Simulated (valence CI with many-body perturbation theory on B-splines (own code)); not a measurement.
Hyperfine factors and g values of Te36+

Computed by relativistic CI+MBPT: six valence electrons over a frozen Dirac-Fock core [Ne], a basis of 9 s, 9 p, 8 d, 6 f, 3 g, 1 h functions for each j, with the one-electron correlation potential Σ1, the two-electron term Σ2, the three-electron term Σ3, Breit, model QED; selected CI, second order for the rest, scaled by the run's own slope (own B-spline code, finite nucleus).

No measured spectrum was set against this ion. As an estimate, large intervals hold to a few tenths of a per cent, small ones and those within an open d or f shell to about a per cent. Among the levels kept, up to 1500 cm⁻¹ of a level comes from second order outside the variational space, and about a tenth of that is noise between levels of different J, which matters for small intervals.

A/g_I is the dipole constant over the nuclear g factor μ/I (μ in nuclear magnetons, uniformly magnetised nucleus), B/Q the quadrupole constant per barn. Both hold the static response of the core; the bare values leave it out. Large factors of s and p1/2 electrons are usually good to 5 to 10 %; those of open d and f shells near neutrality can be off by tens of per cent, and small factors of p3/2, d and f electrons come from cancelling terms and can be off by a factor of two or in sign, in half-filled shells by more. B is blank for J = 1/2, where it vanishes, and for nearly pure S terms. Energies count from the lowest level. Levels with J = 0 are left out.

Levels are named by their leading jj configuration (3d3/2^4 stands for four electrons in 3d with j = 3/2), which in mixed levels can hold well under half, so a name can repeat and another be missing. Letters in brackets count levels of one name in rising energy.

```tsv
Level	E (cm⁻¹)	g	A/g_I (MHz)	A/g_I bare	B/Q (MHz/b)	B/Q bare
(3s^2 3p1/2^2 3p3/2^2) J=2	0	1.359	58500	58300	22300	21900
(3s^2 3p1/2 3p3/2^3) J=1	508090	1.496	-19000	-16900	-55900	-54900
(3s^2 3p1/2 3p3/2^3) J=2	561640	1.131	140000	137000	-135000	-132000
(3s^2 3p1/2^2 3p3/2 3d3/2) J=2	1185500	1.103	55800	55800	-395	-360
(3s^2 3p1/2^2 3p3/2 3d3/2) J=1	1207000	1.205	20900	22300	-34800	-34600
(3s^2 3p1/2^2 3p3/2 3d3/2) J=3	1225000	1.180	39600	40300	81000	80200
(3s^2 3p1/2^2 3p3/2 3d5/2) J=2	1272000	1.338	150000	148000	-89300	-87300
(3s^2 3p1/2^2 3p3/2 3d5/2) J=4	1328800	1.296	26700	27500	93000	92700
(3s 3p1/2^2 3p3/2^3) J=2	1449200	1.376	146000	143000	-76900	-75500
(3s^2 3p1/2^2 3p3/2 3d5/2) J=3	1450800	1.126	28700	29200	38600	39100
(3s^2 3p1/2^2 3p3/2 3d5/2) J=1 [a]	1451300	1.275	-79600	-75300	-13300	-13000
(3s^2 3p1/2^2 3p3/2 3d5/2) J=1 [b]	1545400	0.928	-52600	-50100	1420	1720
(3s^2 3p1/2 3p3/2^2 3d3/2) J=2 [a]	1658400	1.009	86900	85900	-77700	-76300
(3s^2 3p1/2 3p3/2^2 3d3/2) J=1 [a]	1663500	0.935	124000	122000	-24600	-24500
(3s^2 3p1/2 3p3/2^2 3d3/2) J=3 [a]	1694300	1.114	82500	81900	-27300	-26700
(3s^2 3p1/2 3p3/2^2 3d3/2) J=4	1747700	1.081	85500	84700	14300	15000
(3s^2 3p1/2 3p3/2^2 3d5/2) J=3 [a]	1772500	1.323	-7860	-6070	28200	28200
(3s^2 3p1/2 3p3/2^2 3d5/2) J=4 [a]	1789000	1.262	7550	8780	70000	70000
(3s^2 3p1/2 3p3/2^2 3d5/2) J=1	1803600	0.973	277000	270000	-1400	-1330
(3s^2 3p1/2 3p3/2^2 3d3/2) J=2 [b]	1806200	0.883	105000	104000	59600	59300
(3s^2 3p1/2 3p3/2^2 3d5/2) J=4 [b]	1845700	1.171	70500	69900	-6980	-5990
(3s^2 3p1/2 3p3/2^2 3d5/2) J=5	1865800	1.195	67600	67100	24900	25900
(3s^2 3p1/2 3p3/2^2 3d3/2) J=3 [b]	1908300	1.188	23700	24700	8580	9110
(3s^2 3p1/2 3p3/2^2 3d3/2) J=1 [b]	1913600	1.577	68600	68800	29400	28800
(3s^2 3p1/2 3p3/2^2 3d3/2) J=2 [c]	1914300	1.285	87200	86500	12300	11600
(3s^2 3p1/2 3p3/2^2 3d5/2) J=2 [a]	1954800	1.245	-35700	-33300	89100	88300
(3s^2 3p1/2 3p3/2^2 3d3/2) J=1 [c]	1989000	1.135	-23100	-21000	-39700	-38800
(3s^2 3p1/2 3p3/2^2 3d5/2) J=3 [b]	1992200	1.133	73700	73100	93800	93200
(3s^2 3p1/2 3p3/2^2 3d5/2) J=2 [b]	2008600	1.058	68800	68200	21300	21300
(3s^2 3p1/2 3p3/2^2 3d5/2) J=3 [c]	2044100	1.044	81000	79900	-47200	-45800
(3s^2 3p1/2 3p3/2^2 3d3/2) J=1 [d]	2049800	0.941	6470	7700	25900	25800
(3s^2 3p1/2 3p3/2^2 3d5/2) J=2 [c]	2101400	1.189	19200	19900	-79900	-78200
```

(1) Take the isotope of mass number 125, with I = 1/2, μ = -0.887 μN. What is the hyperfine structure of (3s^2 3p1/2 3p3/2^3) J=2?

Results:

(1) From the table A = -248000 MHz. Shifts from the centre of gravity in MHz: F = 3/2: 372000, F = 5/2: -248000.
